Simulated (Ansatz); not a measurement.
Mulliken charges of `N#[C][InH2]` from r2SCAN/def2-TZVPP in Ansatz (PBE0-D4/def2-TZVP geometry).

| atom | x (Å) | y (Å) | z (Å) | charge (e) |
| --- | --- | --- | --- | --- |
| N1 | 0.145 | -1.912 | 1.592 | -0.083 |
| C2 | 0.082 | -1.031 | 0.849 | -0.332 |
| In3 | -0.034 | 0.599 | -0.526 | 0.608 |
| H4 | -1.023 | 0.306 | -1.882 | -0.097 |
| H5 | 0.879 | 1.965 | -0.074 | -0.097 |

Question: By hand: the dipole of these point charges (1 e Å = 4.8032 D).

Answer: Σ q r = (-0.046, 0.645, -0.544) e Å, of length 0.845 e Å = 4.06 D.

Question: How does the dipole of the full density compare? (Best estimate.)

Answer: Computed: (-0.049, 0.692, -0.584) e Å, 4.36 D; the point charges give 0.93 times that, at 0° from its direction.

Point charges leave out the atoms' own dipoles, such as those of lone pairs, and Mulliken's split depends on the basis, so the close match here is no proof of good charges.
